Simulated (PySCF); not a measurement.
A side-by-side comparison of computed properties.

First species: C7H9N3.
SMILES with atom numbers: `[CH3:1][c:2]1[cH:3][n:4][c:5]([CH:6]2[CH2:7][CH2:8]2)[n:9][n:10]1` (hydrogens: H11, H12, H13 on C1; H14 on C3; H15 on C6; H16, H17 on C7; H18, H19 on C8)

Second species: C₆H₈NOPS.
SMILES with atom numbers: `[CH3:1][O:2][c:3]1[n:4][c:5]([S:6][CH3:7])[cH:8][cH:9][p:10]1` (hydrogens: H11, H12, H13 on C1; H14, H15, H16 on C7; H17 on C8; H18 on C9)

Levels: PBE0/pcSseg-1 for dipole moment, HOMO energy, LUMO energy and HOMO–LUMO gap; GFN2-xTB for rotational constant A and rotational constant C. Geometries: GFN2-xTB. Each species is one conformer at its optimised geometry, gas phase, non-relativistic unless stated. Electronic properties by PySCF.

Dipoles, sizes and rotational constants follow the conformer. The torsions of the flexible species, by atom-mapped SMILES:
- `[CH3:1][c:2]1[cH:3][n:4][c:5]([CH:6]2[CH2:7][CH2:8]2)[n:9][n:10]1`: N4–C5–C6–C7 33°
- `[CH3:1][O:2][c:3]1[n:4][c:5]([S:6][CH3:7])[cH:8][cH:9][p:10]1`: C1–O2–C3–N4 0°, N4–C5–S6–C7 0°

(1) Which of the two has the higher LUMO energy, and by how much?

(2) Which of the two has the higher rotational constant C, and by how much?

(3) Which has the higher rotational constant A?

(4) Which has the higher HOMO–LUMO gap?

(5) Which of the two has the higher dipole moment, and by how much?

(6) Which has the higher HOMO energy?

Results:

(1) The second: -1.61 eV against -1.80 eV, a difference of 0.19 eV.

(2) The first: 0.729 GHz against 0.525 GHz, a difference of 0.204 GHz.

(3) The first: 4.361 GHz against 1.394 GHz, a difference of 2.967 GHz.

(4) The first: 4.80 eV against 4.50 eV, a difference of 0.30 eV.

(5) The first: 2.61 D against 2.33 D, a difference of 0.28 D.

(6) The second: -6.11 eV against -6.60 eV, a difference of 0.49 eV.

On the first: In atomic units the dipole is 1.03 e·bohr (1 au = 2.5417 D).

On the second: The dipole equals about 7.8 × 10⁻³⁰ C·m (1 D = 3.33564 × 10⁻³⁰ C·m).
